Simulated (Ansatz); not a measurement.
A geometry relaxed with Ansatz (a program for electronic structure) with r2SCAN-D4/def2-TZVP, charge 0, multiplicity 1:

```xyz
13

Al     0.0046    -0.0018     0.0007
H     -1.6922     1.7026     0.9111
H      2.2830     0.4129    -1.0861
H     -2.0598    -1.5606    -0.1895
H      2.4195     0.5988     0.6456
H     -0.3011     2.5659     0.2439
H     -0.9317    -2.1444     1.0254
H      2.3929    -1.0193    -0.0657
C     -0.9545     1.7012     0.1011
C     -0.9960    -1.6834     0.0316
C      1.9570    -0.0189    -0.1320
H     -0.5888    -2.4211    -0.6674
H     -1.5248     1.8769    -0.8193
```

Write the SMILES of this molecule.

`[CH3][Al]([CH3])[CH3]`
